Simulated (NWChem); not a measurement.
# SiHCl, singlet; SMILES [SiH]Cl

Program: NWChem. Low-valent species are run as closed-shell singlets; no triplet was tried in these runs. Structure relaxed at the B3LYP/6-31G* (spherical d) level. B3LYP is NWChem's, with the RPA form of VWN correlation. Core excitations by TDA in a window of 1s orbitals, non-relativistic and unshifted: absolute energies depend strongly on the exact-exchange share.

```csv
level,first 1s excitation (eV),dipole oscillator strength of the first,relative time
"Cl K edge, PBE/def2-TZVP",2735.4,0.0012,1
"Cl K edge, B3LYP/cc-pVTZ",2758.9,0.0013,10
"Si K edge, B3LYP/def2-TZVP",1795.0,0.0076,3
"Si K edge, PBE/def2-TZVP",1777.5,0.0057,1
```

Relative times are rough (shared machine, one core).
